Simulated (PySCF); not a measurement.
## From computed data to an observable: refractive index and permittivity of the vapour

Ti(Me)2(H)2 (C2H8Ti), SMILES [CH3][TiH2][CH3], multiplicity 1.

Coordinates come from a B3LYP-D3(BJ)/def2-SVP optimisation. The multiplicity is an assumed one; no other spin state was optimised. The structure was generated by enumeration; whether it is a known compound was not checked.

PBE/def2-TZVPD (PySCF) gives a mean static polarisability of 76.7 bohr³ and a dipole moment of 1.39 D. Take an ideal gas at 298.15 K and 0.01 bar, whether or not the substance is that volatile.

Q: Work out n − 1 in the optical limit and the static ε − 1.

A: 
Polarisability volume α' = 76.7 × 0.148185 = 11.37 Å³. Number density N = p/kT = 2.43e-7 Å⁻³.
Dilute limit of Lorentz–Lorenz: n − 1 = 2π N α' = 1.7e-5.
Orientation term of Debye: μ²/(3kT) = 8.098 Å³ × μ²(D²) = 15.65 Å³.
ε − 1 = 4π N (α' + μ²/3kT) = 8.2e-5. Orientation of the dipole supplies 58 % of the static response; it can't follow optical fields. Vibrational polarisation and dispersion are left out.
